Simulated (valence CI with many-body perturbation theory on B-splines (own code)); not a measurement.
**Pr+ in brief**

Computed by relativistic CI+MBPT: four valence electrons over a frozen Dirac-Fock core [Xe], a basis of 8 s, 8 p, 9 d, 9 f, 6 g, 3 h, 2 i functions for each j, with the one-electron correlation potential Σ1 (screened to all orders), the two-electron term Σ2, the three-electron term Σ3, Breit, model QED; the open f shell's mean field enters the energy denominators; selected single and double excitations, second order for the rest, scaled by the run's own slope (own B-spline code, finite nucleus).

Set against measurement, 19 paired levels are off by 1500 cm⁻¹ on average, the worst by 2587. These come from a selection out of the NIST Handbook of Basic Atomic Spectroscopic Data. Levels without a partner in it may be off by more, other configurations by several thousand cm⁻¹. Among the levels kept, up to 880 cm⁻¹ of a level comes from second order outside the variational space, and about a tenth of that is noise between levels of different J, which matters for small intervals.

Names give the largest LS component (configuration and term), which can be under half, so a name can repeat, a term be missing and a line seem to break the LS rules; names also repeat where a configuration has a term twice.

Rates and lifetimes use the calculated energies. Strong lines usually hold to 10 to 20 %, long lifetimes can be off by a factor of two.

(1) What is the ground level?

(2) How well does LS coupling describe the low levels?

(3) What are the static dipole polarisabilities of the lowest levels?

(4) Where does the other parity begin?

(5) What is the ionisation energy?

Results:

(1) 4f³6s ⁵I°_4, composition 94 % 4f³6s ⁵I° + 3 % 4f³6s ³H°, g = 0.606.

(2) Among the lowest 20 levels the leading LS term, summed over configurations, holds 84 % on average. For single configurations the figures are 82 % in LS and 55 % in jj coupling. Terms mix most in the J = 4 level at 5569 cm⁻¹, where the leading one holds 57 %.

(3) 4f³6s ⁵I°_4 105 (tensor 1.9); 4f³6s ⁵I°_5 105 (tensor 0.67); 4f³5d ⁵L°_6 38.2 (tensor -17); 4f³5d ⁵K°_5 40.6 (tensor 4.4) bohr³, of which the core gives 5.73.

(4) At 4f²5d² ⁵L_6, 7540 cm⁻¹.

(5) 10.413 eV; NIST lists 10.631 ± 0.02 eV (semi-empirical).
